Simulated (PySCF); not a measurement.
Match the calculated data to a structure.

All candidates are C2H13O2PSi3.

- Rotational structure: rotational constants A, B, C: 1.379, 0.572, 0.458 GHz [GFN2-xTB]
- 1H NMR: chemical shifts (computed TMS as zero) by class: 6.08 (1 H), 4.94 (1 H), 4.90 (1 H), 4.00 (1 H), 3.95 (1 H), 3.58 (3 H), 1.45 (3 H), 1.10 (2 H) ppm [GIAO PBE0/pcSseg-1]
- Dipole: 2.42 D [PBE0/pcSseg-1]
- NMR, other nuclei: isotropic shieldings of nuclei other than C and H, by class: 283 (1 O), 290 (1 O), 352 (1 Si), 386 (1 Si), 459 (1 Si), 595 (1 P) ppm [GIAO PBE0/pcSseg-1]
- 13C NMR: chemical shifts (computed TMS as zero) by class: 60.0 (1 C), 20.6 (1 C) ppm [GIAO PBE0/pcSseg-1]

The electronic properties come from PySCF, for the isolated species, density fitting. Levels stand in brackets. Isolated species at its GFN2-xTB geometry (one conformer only). Each NMR value is the plain mean over a class of atoms that symmetry, rotation or inversion makes alike.

Question: Which candidate is it?
A. `COCO[SiH2]P([SiH3])[SiH3]`
B. `CO[SiH2]O[Si@H](P)C[SiH3]`
C. `CCO[SiH2]O[Si@@H]([SiH3])P`

Answer: C. It is `CCO[SiH2]O[Si@@H]([SiH3])P`. Numbering: `[CH3:1][CH2:2][O:3][SiH2:4][O:5][Si@@H:6]([SiH3:7])[PH2:8]`. 2 carbons fall into 2 classes; from least to most shielded: sp3 carbon bound to oxygen [C2] (60.0 ppm), methyl carbon [C1] (20.6 ppm). Hydrogen classes from least to most shielded: 1 H on an oxygen-bound silicon, Si6 (6.08 ppm), 1 H on an oxygen-bound silicon, Si4 (4.94 ppm), 1 H on an oxygen-bound silicon, Si4 (4.90 ppm), 1 H on an sp3 carbon bound to oxygen, C2 (4.00 ppm), 1 H on an sp3 carbon bound to oxygen, C2 (3.95 ppm), 3 H on an SiH3 silicon, Si7 (3.58 ppm, a mean of values up to 0.6 ppm apart in this geometry), 3 H on a methyl carbon, C1 (1.45 ppm, a mean of values up to 0.6 ppm apart in this geometry), 2 H on a three-coordinate phosphorus, P8 (1.10 ppm, a mean of values up to 0.6 ppm apart in this geometry). The other shieldings belong to: 283 ppm, silyl ether oxygen [O3]; 290 ppm, siloxane oxygen [O5]; 352 ppm, oxygen-bound silicon [Si6]; 386 ppm, oxygen-bound silicon [Si4]; 459 ppm, SiH3 silicon [Si7]; 595 ppm, three-coordinate phosphorus [P8]. The optimised geometry has point group C1 and is an asymmetric top.

The others, at the same levels:
- `COCO[SiH2]P([SiH3])[SiH3]` fails: its computed 13C shifts are 94.7 (1 C), 57.0 (1 C) ppm, 1H shifts are 5.17 (2 H), 5.00 (2 H), 4.05 (6 H), 3.61 (3 H) ppm and rotational constant A is 1.715 GHz (against 1.379 GHz).
- `CO[SiH2]O[Si@H](P)C[SiH3]` fails: its computed 13C shifts are 53.8 (1 C), 0.3 (1 C) ppm, 1H shifts are 5.92 (1 H), 4.92 (1 H), 4.67 (1 H), 4.19 (3 H), 4.11 (3 H), 1.22 (2 H), 0.38 (1 H), -0.20 (1 H) ppm and rotational constant A is 0.868 GHz (against 1.379 GHz).

Each candidate is one conformer, not necessarily the lowest. Dipoles, sizes and rotational constants follow the conformer. The torsions of the flexible species, by atom-mapped SMILES:
- `[CH3:1][O:2][CH2:3][O:4][SiH2:5][P:6]([SiH3:7])[SiH3:8]`: C1–O2–C3–O4 -70°, O2–C3–O4–Si5 -48°, C3–O4–Si5–P6 175°, O4–Si5–P6–Si7 66°

The conformers of `CCO[SiH2]O[Si@@H]([SiH3])P` and `CO[SiH2]O[Si@H](P)C[SiH3]` aren't listed.
